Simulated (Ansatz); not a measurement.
Molecule: sum formula H8Si3NO (charge 0, doublet). It need not be the lowest isomer of its formula. SMILES: [SiH3]N[SiH]O[SiH3]
Structure (B3LYP-D3(BJ)/def2-TZVP (Ansatz, a program for electronic structure) minimum search):
```xyz
13

Si    -0.0422    -1.0574    -0.6225
N     -1.0400    -0.3361     0.5942
Si    -2.5640     0.4852     0.4370
O      1.4729    -0.4145    -0.6182
Si     2.4425     0.6907     0.1149
H     -0.6887    -0.7519    -1.9301
H     -0.7325    -0.4885     1.5472
H     -2.5192     1.8039     1.1153
H     -2.8168     0.6714    -1.0066
H     -3.6777    -0.2886     1.0382
H      2.2585     0.6394     1.5856
H      2.1176     2.0552    -0.3606
H      3.8467     0.3693    -0.2151
```
Charge 0, spin multiplicity 2.

Wanted: atomisation energy (electronic, to ground-state atoms), in kcal/mol. Cores are frozen in the correlated levels unless marked. UHF or UKS for open shells. Spin-orbit coupling is left out. Non-relativistic unless marked X2C. The coupled-cluster limit lacks core correlation, which all-electron functionals hold. Basis-set limits of correlation are two-point, X^-3; Hartree-Fock from the larger set.

| level | program | atomisation energy (kcal/mol) | minus last row |
|---|---|---|---|
| r2SCAN-D3(BJ)/def2-TZVPD | Ansatz + dftd3 | 1019.0 | -5.9 |
| PBE0-D3(BJ)/def2-TZVPD | Ansatz + dftd3 | 1005.3 | -19.6 |
| PBE0/def2-QZVPP | Ansatz | 1001.3 | -23.6 |
| BHLYP-D4/def2-TZVPD | Ansatz + dftd4 | 1003.9 | -21.0 |
| r2SCAN0/def2-TZVPD | Ansatz | 1004.2 | -20.7 |
| CAM-B3LYP/def2-TZVPD | Ansatz | 1021.1 | -3.8 |
| B2GP-PLYP-D3(BJ)/def2-TZVPD | Ansatz + dftd3 | 1009.4 | -15.5 |
| RPA@PBE/cc-pV(T+d)Z | Ansatz | 956.6 | -68.3 |
| MP2/6-31G* | Ansatz | 895.3 | -129.6 |
| MP2/cc-pV(T+d)Z | Ansatz | 997.8 | -27.1 |
| SCS-MP2/6-31G | Ansatz | 768.2 | -256.7 |
| CCSD/cc-pV(T+d)Z | Ansatz | 979.5 | -45.4 |
| CCSD(T)/cc-pVTZ | Ansatz | 982.8 | -42.1 |
| X2C-CCSD(T)/cc-pVTZ-DK | Ansatz | 980.1 | -44.8 |
| CCSD(T)/CBS(cc-pV(T+d)Z,cc-pV(Q+d)Z) | Ansatz | 1024.9 | 0.0 |
